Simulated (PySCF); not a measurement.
Atoms are numbered as in `[CH2:1]=[C:2]1[CH2:3][C@@H:4]1[O:5][CH:6]([F:7])[F:8]`; H(Xn) means a hydrogen on atom n. Ha(C1) is cis to C3; Ha(C3) is cis to O5 on the ring; Hb(C1) is trans to C3; Hb(C3) is trans to O5 on the ring.

Theoretical values (PySCF): shieldings: GIAO PBE0/pcSseg-1, geometry: PBE0-D3(BJ)/def2-SVP. Non-relativistic Hamiltonian, one computed conformer, gas phase.

Referencing at the same level of theory: $^{13}$C vs TMS.

**Question.** Do the $^{13}$C shifts follow the atomic charges (in e)? Tabulate both.

**Answer.** 
| atoms | hybridisation | δ (ppm) | σ para (ppm) | Hirshfeld | IAO | Mulliken | ESP-fitted |
| --- | --- | --- | --- | --- | --- | --- | --- |
| C2 | sp2 | 139.2 | -218 | -0.02 | -0.02 | -0.22 | +0.17 |
| C6 | sp3 | 122.4 | -176 | +0.20 | +0.62 | +0.69 | +0.45 |
| C1 | sp2 | 118.3 | -189 | -0.09 | -0.30 | -0.10 | -0.49 |
| C4 | sp3 | 49.5 | -111 | +0.02 | +0.04 | +0.02 | -0.02 |
| C3 | sp3 | 12.7 | -83 | -0.09 | -0.30 | -0.16 | -0.40 |

Correlation coefficients of δ with charge over these carbons: Hirshfeld +0.33, IAO +0.39, Mulliken +0.25, ESP-fitted +0.47; with the paramagnetic shielding -0.99. With so few points, grouped by hybridisation, these coefficients are fragile. Charge is one influence among several: hybridisation and low-lying excitations act through the paramagnetic term.

Shifts are as computed. Against solution values, carbons near 30 ppm lie about +2 ppm off and those near 130 ppm about +5 ppm. Of 1211 compounds with measured shifts, 218 miss one by over three times the rms of a fit or turn the order of signals round; such compounds aren't used in these exercises.
